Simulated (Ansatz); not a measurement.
Job for Ansatz (an electronic-structure program): U-wB97X-V/cc-pVTZ on FGeHO (SMILES [OH][Ge][F]), a point of a bond scan (R = 1.061 Å).

Ansatz 0.2 input:
```yaml
crystal:
  periodic: [false, false, false]
  atoms:
    - {symbol: Ge, position_ang: [0.10773481, -0.04926187, 0.40773364]}
    - {symbol: F, position_ang: [0.24737472, 1.37145337, -0.62469851]}
    - {symbol: O, position_ang: [-0.60849455, -1.09652179, -0.85745356]}
    - {symbol: H, position_ang: [-0.82567360, -2.08432669, -0.53637221]}
basis:
  gaussian:
    orbitals: cc-pVTZ
hamiltonian:
  xc: {name: wB97X-V}
magnetization: {spin_polarized: true, initial_magnetization: 0}
```

The log:

```
WARN ansatz: RAYON_NUM_THREADS=1 ignored (pool sized by the plan → 1); use --threads N
Functional definition: wB97X-V
integrals: 0.05 GiB planned
780 factors; their error is unknown
integrals: 0.09 GiB planned
146 factors; integrals over basis functions are off by at most 8.7e-6 eV
mean field: 0.74 GiB planned
mean field evaluation 1: about -61289.7748 eV, gradient 4.3e1 eV
mean field evaluation 2: about -61284.0362 eV, gradient 6.2e1 eV
mean field evaluation 4: about -61295.8070 eV, gradient 2.5e0 eV
mean field evaluation 8: about -61295.9584 eV, gradient 7.8e-2 eV
mean field evaluation 16: about -61295.9584 eV, gradient 5.9e-5 eV
mean field -61295.95844537 eV, -2252.5849249746 hartree, gradient 5.9e-5 eV, S^2 0.000000; 0 other end points of the search recorded, 0 dependent functions left out
reference -61295.95844391 eV, -2252.5849249207 hartree; 25, 25 occupied and 92, 92 virtual orbitals, 780 factors
Total energy: -61295.95844391 eV, -2252.5849249207 hartree
```

The run converged.

Cost: roughly 11 core-seconds.
